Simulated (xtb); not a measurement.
AlI3, triplet, geometry from GFN2-xTB (such geometries of metal compounds can be far from the true shape) (a higher spin typed on purpose: for a closed-shell molecule this is an excited state); xtb with GFN2-xTB.

Input for xtb:
```
$ xtb mol.xyz --gfn 2 --uhf 2 --acc 0.1 --json

# file mol.xyz
4

Al    -0.00374561    -0.61728856     0.32371279
I     -2.53945884    -1.19653453    -0.37324545
I      0.01059087     1.74541028    -0.91531202
I      2.52978671    -0.39746535     1.20915622
```

It wrote (shortened):

```
   ID    Z sym.   atoms
    1   13 Al     1
    2   53 I      2-4

           -------------------------------------------------
          |                Calculation Setup                |
           -------------------------------------------------

           -------------------------------------------------
          |                 G F N 2 - x T B                 |
           -------------------------------------------------

          ...................................................
          :                      SETUP                      :
          :.................................................:
          :  # basis functions                  40          :
          :  # atomic orbitals                  36          :
          :  # shells                           12          :
          :  # electrons                        24          :
          :  max. iterations                   250          :
          :  Hamiltonian                  GFN2-xTB          :
          :  restarted?                      false          :
          :  GBSA solvation                  false          :
          :  PC potential                    false          :
          :  electronic temp.          300.0000000     K    :
          :  accuracy                    0.1000000          :
          :  -> integral cutoff          0.3500000E+02      :
          :  -> integral neglect         0.1000000E-08      :
          :  -> SCF convergence          0.1000000E-06 Eh   :
          :  -> wf. convergence          0.1000000E-04 e    :
          :  Broyden damping             0.4000000          :
          :  net charge                          0          :
          :  unpaired electrons                  2          :
          ...................................................

 iter      E             dE          RMSdq      gap      omega  full diag
   1    -12.5650654 -0.125651E+02  0.136E+01    1.58       0.0  T
   2    -12.5648289  0.236482E-03  0.785E+00    1.93       1.0  T
   3    -12.5125589  0.522700E-01  0.962E+00    2.23       1.0  T
   4    -12.5762798 -0.637209E-01  0.308E+00    2.43       1.0  T
   5    -12.5756098  0.670071E-03  0.187E+00    2.45       1.0  T
   6    -12.5767922 -0.118247E-02  0.944E-01    2.37       1.0  T
   7    -12.5765115  0.280708E-03  0.977E-01    2.39       1.0  T
   8    -12.5767480 -0.236510E-03  0.514E-01    2.39       1.0  T
   9    -12.5734923  0.325568E-02  0.192E+00    2.39       1.0  T
[...]
         :: total energy             -12.563073384083 Eh    ::
[...]
        24                         -0.0015214              -0.0414
       ...                                ...                  ...
        36                          1.6323296              44.4180
      -------------------------------------------------------------
                  HL-Gap            0.0876880 Eh            2.3861 eV
             Fermi-level           -0.3623275 Eh           -9.8594 eV

     #   Z          covCN         q      C6AA      α(0)
     1  13 Al       2.429     0.331    99.014    20.642
     2  53 I        0.914    -0.119   380.663    33.681
     3  53 I        1.024    -0.093   378.782    33.597
     4  53 I        0.914    -0.119   380.663    33.681

 Mol. C6AA /au·bohr⁶  :       4655.267412
 Mol. C8AA /au·bohr⁸  :     430222.128156
 Mol. α(0) /au        :        121.600153

Wiberg/Mayer (AO) data.
largest (>0.10) Wiberg bond orders for each atom

 ---------------------------------------------------------------------------
     #   Z sym  total        # sym  WBO       # sym  WBO       # sym  WBO
 ---------------------------------------------------------------------------
     1  13 Al   2.856 --     2 I    0.966     4 I    0.966     3 I    0.925
     2  53 I    1.096 --     1 Al   0.966     3 I    0.130
     3  53 I    1.184 --     1 Al   0.925     2 I    0.130     4 I    0.130
     4  53 I    1.096 --     1 Al   0.966     3 I    0.130
 ---------------------------------------------------------------------------

Topologies differ in total number of bonds
Writing topology from bond orders to xtbtopo.mol

molecular dipole:
                 x           y           z       tot (Debye)
 q only:       -0.002      -0.334       0.175
   full:       -0.003      -0.576       0.302       1.654
molecular quadrupole (traceless):
                xx          xy          yy          xz          yz          zz
 q only:       -4.433      -1.303       1.916      -2.556       0.463       2.518
  q+dip:      -11.224      -3.500       4.251      -6.841       2.042       6.974
   full:      -12.677      -3.773       5.341      -7.393       1.521       7.336

           -------------------------------------------------
          | TOTAL ENERGY              -12.563073384083 Eh   |
          | GRADIENT NORM               0.000005296625 Eh/α |
          | HOMO-LUMO GAP               2.386110584202 eV   |
           -------------------------------------------------

normal termination of xtb
```
